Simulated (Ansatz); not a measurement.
Input file for `CC(C)[CH2][Sn]([Cl])([Cl])[Cl]`:

```yaml
crystal:
  periodic: [false, false, false]
  atoms:
    - {symbol: C, position_ang: [-0.235731, -1.920508, 0.950283]}
    - {symbol: C, position_ang: [-0.117516, -0.754838, -0.025068]}
    - {symbol: C, position_ang: [-1.490568, -0.229935, -0.416051]}
    - {symbol: C, position_ang: [0.750936, 0.334222, 0.593502]}
    - {symbol: Sn, position_ang: [1.129122, 1.971816, -0.719255]}
    - {symbol: Cl, position_ang: [3.161771, 2.986224, -0.277976]}
    - {symbol: Cl, position_ang: [-0.457475, 3.652885, -0.612637]}
    - {symbol: Cl, position_ang: [1.206776, 1.291285, -2.932234]}
    - {symbol: H, position_ang: [-0.822895, -2.731615, 0.513145]}
    - {symbol: H, position_ang: [0.745171, -2.320345, 1.217368]}
    - {symbol: H, position_ang: [-0.734127, -1.605698, 1.872035]}
    - {symbol: H, position_ang: [0.380294, -1.119900, -0.931035]}
    - {symbol: H, position_ang: [-2.010396, 0.187967, 0.451242]}
    - {symbol: H, position_ang: [-1.433793, 0.552457, -1.179092]}
    - {symbol: H, position_ang: [-2.109787, -1.031265, -0.824130]}
    - {symbol: H, position_ang: [0.280947, 0.771485, 1.479411]}
    - {symbol: H, position_ang: [1.738470, -0.034740, 0.880691]}
basis:
  gaussian: {orbitals: def2-TZVPP}
correlation: {method: ccsd_t}
output: {orbitals: {seedname: orbitals}}
```

```sh
$ ansatz run in.yaml --threads 5 --pin off --events-out ev --progress --plain --max-ram 66560MiB --backend cuda --devices 0, --max-vram 37GiB
```

Log, shortened:

```
Functional definition: HF
2653 factors; integrals over basis functions are off by at most 8.9e-4 eV
mean field evaluation 1: about -47582.1973 eV, gradient 4.3e1 eV
mean field evaluation 2: about -47582.5415 eV, gradient 4.3e1 eV
mean field evaluation 4: about -47587.7020 eV, gradient 5.0e0 eV
mean field evaluation 8: about -47587.7938 eV, gradient 2.6e-1 eV
mean field -47587.79407869 eV, -1748.8191762263 hartree, gradient 2.5e-6 eV, S^2 0.000000; 0 other end points of the search recorded, 0 dependent functions left out
23 core orbitals not correlated: weight in the atoms' cores, before any rotation towards them, 1.000 or more for the frozen orbitals, at most 0.000 for the correlated occupied ones
reference -47587.79407869 eV, -1748.8191762263 hartree; 30, 30 occupied and 373, 373 virtual orbitals, 2653 factors
second order -43.19177493 eV of doubles, -0.00000000 eV of singles
cycle   1  -44.15218719 eV  change   -9.6e-1 eV  update   1.3e-1
cycle   2  -45.11111714 eV  change   -9.6e-1 eV  update   3.6e-2
cycle   3  -45.29173416 eV  change   -1.8e-1 eV  update   1.8e-2
cycle   4  -45.27702478 eV  change    1.5e-2 eV  update   4.0e-3
cycle   5  -45.27482661 eV  change    2.2e-3 eV  update   1.7e-3
cycle   6  -45.27523617 eV  change   -4.1e-4 eV  update   4.5e-4
cycle   7  -45.27510381 eV  change    1.3e-4 eV  update   1.9e-4
cycle   8  -45.27504437 eV  change    5.9e-5 eV  update   5.6e-5
perturbative correction -1.85090685 eV, -0.0680195723 hartree
Total energy: -47634.92002991 eV, -1750.5510229907 hartree
```

Run time 35 s (5 threads of an AMD EPYC 7R13 on a shared host and a share of an NVIDIA H100 80 GB); peak host memory 0.9 GiB.

MP2 recovers 91.7 % of the CCSD(T) correlation energy and the triples give 3.9 %; T1 = 0.0103.
